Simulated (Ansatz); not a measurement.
Isolated molecules relaxed with PBE0-D4/def2-TZVP in Ansatz; ΔE leaves out vibrations. CCSD(T)/CBS adds triple-zeta CCSD(T) − MP2 to the extrapolated MP2 energy (def2 sets, frozen cores). One conformer a species, not always the lowest.

`CB(N)CCl` → `CNB(C)Cl`  (isomerisation)

`CB(N)CCl`:

Cartesian coordinates in Å:
```
C 0.069 0.061 1.498
B -0.180 -0.130 -0.040
N -1.386 -0.632 -0.525
C 0.953 0.230 -1.096
Cl 1.154 2.016 -1.120
H 0.433 1.071 1.708
H -0.814 -0.119 2.116
H 0.857 -0.620 1.840
H -1.580 -0.763 -1.503
H -2.158 -0.869 0.074
H 1.928 -0.181 -0.830
H 0.724 -0.065 -2.121
```

`CNB(C)Cl`:

```xyz
12

C    -0.404   -0.985   -1.667
N     0.148   -0.084   -0.684
B    -0.169    0.057    0.661
C     0.538    1.097    1.594
Cl   -1.436   -0.990    1.364
H    -0.858   -0.437   -2.497
H     0.365   -1.648   -2.074
H    -1.173   -1.599   -1.202
H     0.868    0.525   -1.041
H     1.294    1.694    1.078
H     1.021    0.591    2.436
H    -0.196    1.781    2.031
```

| species | MP2/def2-TZVPP energy (Eh) |
| --- | --- |
| `CB(N)CCl` | -619.43957 |
| `CNB(C)Cl` | -619.47365 |

(1) Work out ΔE.

Largest T1 diagnostic among the species: 0.011.

## Answers

(1) ΔE = (-619.47365) − (-619.43957) = -0.03408 Eh = -0.93 eV. CCSD(T)/CBS gives -0.88 eV.
